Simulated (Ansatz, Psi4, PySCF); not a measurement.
C3H10N, charge +1, singlet, geometry from GFN2-xTB. Base run: MP2/STO-3G run with PySCF.

PySCF was given this input:
```python
from pyscf import gto, scf, mp

mol = gto.Mole()
mol.atom = '''
    N    -0.00145735   -0.00078979    0.34907080
    C    -0.00683148    1.40360564   -0.09889597
    C     1.21940542   -0.69518278   -0.09852509
    C    -1.21129590   -0.70773025   -0.10870151
    H    -0.00247043    1.44135056   -1.18709760
    H     0.87339726    1.92496286    0.27271406
    H    -0.89547623    1.91583180    0.26530846
    H     1.25459564   -0.71020410   -1.18671739
    H     1.22922597   -1.72074149    0.26595109
    H     2.10574056   -0.18427709    0.27308679
    H    -1.23721663   -0.72306702   -1.19714967
    H    -2.10593863   -0.20601809    0.25545409
    H    -1.21357974   -1.73335144    0.25572399
    H    -0.00574458   -0.00311317    1.37596602
'''
mol.basis = 'sto-3g'
mol.charge = 1
mol.verbose = 4
mol.build()

mf = scf.RHF(mol)
mf.kernel()

pt = mp.MP2(mf)
pt.kernel()
print('E(MP2) = %.10f' % pt.e_tot)
```

The same geometry, method and basis name were run in Ansatz (a first-principles code) and Psi4 and PySCF, at each program's defaults and at the settings that a row names. The base is PySCF at its defaults. Differences at the defaults can come from grids, fitting, cores and function types together.

| code and settings | ΔE vs base (µEh) | basis functions | E (Eh) | SCF cycles |
|---|---|---|---|---|
| PySCF, defaults (exact integrals, spherical functions, all electrons correlated) | 0.0 | 30 | -171.84655 | 8 |
| Psi4, defaults (density fitting with its default set, spherical functions, all electrons correlated) | ? | 30 | ? | 9 |
| Ansatz, defaults (factorised integrals, spherical functions, frozen core) | 1743 | 30 | -171.84480 | - |
| PySCF, frozen core | 1720 | 30 | -171.84483 | 8 |
| Psi4, exact integrals, spherical functions, frozen core | 1720 | 30 | -171.84483 | 9 |
| Ansatz, high accuracy, frozen core | 1720 | 30 | -171.84483 | - |

Task: Fill in the missing entries.

Result: 
- Psi4, defaults (density fitting with its default set, spherical functions, all electrons correlated), ΔE vs base (µEh): -437
- Psi4, defaults (density fitting with its default set, spherical functions, all electrons correlated), E (Eh): -171.84698
